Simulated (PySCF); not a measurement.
**Assigning NMR signals**

Atom-mapped SMILES (the numbers label the heavy atoms): `[CH3:1][CH2:2][CH2:3][O:4][B:5]([CH3:6])[OH:7]` (H(Xn): hydrogen on atom n).

No relativistic terms, rapidly exchanging positions averaged, gas phase, one conformer. PBE0-D3(BJ)/def2-SVP geometry; spin–spin couplings from B3LYP/pcJ-1 (spin–dipole term only in couplings to heteroatoms); NMR shieldings at PBE0/pcSseg-1/GIAO; PySCF.

Shifts are taken against calculated references (same method and geometry level): 13C and 1H against TMS.

Task: Assign these signals to the numbered atoms. 13C{1H} NMR (computed): δ 68.9 (CH2), 27.6 (CH2), 10.9 (CH3), -4.0 (CH3).

Result: 
| δ (ppm) | atoms | environment | reason |
| --- | --- | --- | --- |
| 68.9 | C3 | sp3 CH2 bonded to O | the inductive effect lowers its shielding |
| 27.6 | C2 | sp3 CH2 | a saturated carbon with 2 carbon neighbours and no heteroatom attached |
| 10.9 | C1 | methyl carbon | a saturated carbon with 1 carbon neighbour and no heteroatom attached |
| -4.0 | C6 | methyl carbon bonded to B | – |

Task: Assign these signals to the numbered atoms. 1H NMR (400 MHz, computed): δ 3.64 (br s, 1H), 3.40 (t, J = 8.3 Hz, 2H), 1.57 (sext, J = 8.4 Hz, 2H), 0.87 (t, J = 8.5 Hz, 3H), 0.28 (s, 3H).

Result: 
3.64 → H(O7), hydrogen on an oxygen bonded to B: exchangeable, gas-phase position
3.40 → H(C3), hydrogen on an sp3 CH2 bonded to O: its carbon carries O, hence the downfield position
1.57 → H(C2), hydrogen on an sp3 CH2
0.87 → H(C1), hydrogen on a methyl carbon: far from electronegative atoms and π systems
0.28 → H(C6), hydrogen on a methyl carbon bonded to B

OH and NH positions are those of a molecule without intermolecular hydrogen bonds; in solution they move with solvent, concentration and temperature, and exchange usually removes their couplings. A carbon bonded to boron is broadened by the quadrupolar boron nucleus and is often missing from a measured spectrum. Multiplet labels drop couplings under 1 Hz and merge nearly equal ones. Unscaled 3J(H,H) at this level run about 10 % above measured values. Shifts are as computed. Against solution values, carbons near 30 ppm lie about +2 ppm off and those near 130 ppm about +5 ppm. Of 1313 compounds with measured shifts, 239 miss one by over three times the rms of a fit or turn the order of signals round; such compounds aren't used in these exercises. Chain 3J(H,H) values assume equally populated staggered rotamers: (2 J gauche + J anti)/3.
